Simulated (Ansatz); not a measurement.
System: HgI2, charge 0, singlet. HgI2 (SMILES [I][Hg][I]).
B3LYP-D3(BJ)/def2-TZVP minimum from Ansatz (a program for electronic structure):
```xyz
3

Hg     0.0000     0.0000     0.0000
I      0.0000     0.0000    -2.6116
I      0.0000     0.0000     2.6116
```
Charge 0, spin multiplicity 1.

Atomisation energy term by term, kcal/mol (programs: Ansatz). UHF or UKS for unpaired electrons; spin-orbit terms are left out. Cores are frozen in correlated methods (noble-gas shells, and filled d and f shells in the p block). Past Kr the def2 sets carry scalar-relativistic core potentials. CBS(X,Y): correlation extrapolated as X^-3, Hartree-Fock from the larger set. A bracket is a step between two methods taken in the basis named. Spin-orbit terms, left out, reach several kcal/mol for Br and I, and more for heavier atoms.

| term | basis | kcal/mol |
|---|---|---|
| Hartree-Fock | def2-QZVPP | 50.28 |
| CCSD correlation | CBS(def2-TZVPP,def2-QZVPP) | 25.07 |
| (T) | CBS(def2-TZVPP,def2-QZVPP) | 4.45 |
| CCSDT(Q) - CCSD(T) | def2-SVP | 0.21 |
| sum: De |  | 80.0 |
